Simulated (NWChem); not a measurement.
# CNO, doublet; SMILES N#C[O]

```xyz
3

O      0.0000     0.0000     1.1532
C      0.0000     0.0000    -0.0489
N      0.0000     0.0000    -1.2703
```
Atoms are numbered in this order, from 1.

Computed with NWChem. Spin-unrestricted. The state is orbitally degenerate and is run as one real component. All runs use the structure optimised with PBE-D3(BJ)/def2-SVP, spin-unrestricted. No stability test was run on the SCF state. Level: PBE0/def2-SVP with COSMO at NWChem's default radii, gas-phase geometry; the question gives the dielectric constant. Reactions with the solvent are ignored.

What does the run give for dielectric constant 25.0? Quantities: electrostatic solvation energy (kcal/mol); dipole in solution (D).


```yaml
electrostatic solvation energy (kcal/mol): -2.4
dipole in solution (D): 0.84
```
